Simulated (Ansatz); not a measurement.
Ga₂H₂⁺ was relaxed with PBE-D4 (def2-TZVP) in Ansatz in these states: charge +1 doublet, charge +1 quartet. The geometries follow in no particular order.

A:

```xyz
4

Ga   -1.144    0.430   -0.397
Ga    1.147   -0.428    0.394
H     2.025   -1.738    0.535
H    -2.028    1.736   -0.532
```

B:

```xyz
4

Ga    0.105   -1.598   -0.349
Ga   -0.946    1.077    0.795
H    -0.711    1.649   -0.733
H     1.552   -1.128    0.286
```

Problem. Judge from the bond lengths which geometry belongs to which state (an estimate).

Solution. A is the charge +1 doublet (Ga1–Ga2 2.571 Å, Ga1–H4 1.583 Å, Ga2–H3 1.584 Å); B is the charge +1 quartet (Ga1–Ga2 3.093 Å, Ga1–H4 1.649 Å, Ga2–H3 1.649 Å).

At PBE0-D4/def2-TZVP a doublet lies 2.37 eV below the charge +1 quartet. These are the stationary points nearest to one start from a short search; other shapes may lie lower in each state.
